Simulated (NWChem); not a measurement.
System: GeSiNH7; SMILES N[SiH2][GeH3]

NWChem input:

```
start job
memory heap 200 mb stack 900 mb global 1100 mb
geometry units angstroms noautoz
  Si    -0.576765     1.177573     0.011317
  N      0.750339     2.325569    -0.016697
  Ge     0.082639    -1.137757     0.003976
  H     -1.428294     1.434351    -1.203512
  H     -1.380139     1.439816     1.257370
  H      1.332440     2.334689    -0.860123
  H      1.361114     2.341422     0.806103
  H      0.919579    -1.465308    -1.266965
  H     -1.113433    -2.132018     0.044233
  H      0.991518    -1.450979     1.228324
end
basis spherical
  * library 6-31g*
end
dft
  xc hfexch
  iterations 150
end
tddft
  nroots 8
  notriplet
end
task tddft energy
```

The geometry was optimised at PBE-D3(BJ)/def2-SVP.

Vertical excitations in the gas phase.

**Question.** What results follow from this input? (Hartree-Fock/6-31G* (spherical d), TDHF.) Quantities: lowest excitation, singlet (eV); oscillator strength of that lowest state; lowest state with f > 0.02, singlet (eV); oscillator strength of that bright state; orbital gap (eV).

**Answer.** 
| Item | Value |
|---|---|
| lowest excitation, singlet (eV) | 6.91 |
| oscillator strength of that lowest state | 0.039 |
| lowest state with f > 0.02, singlet (eV) | 6.91 |
| oscillator strength of that bright state | 0.039 |
| orbital gap (eV) | 13.13 |
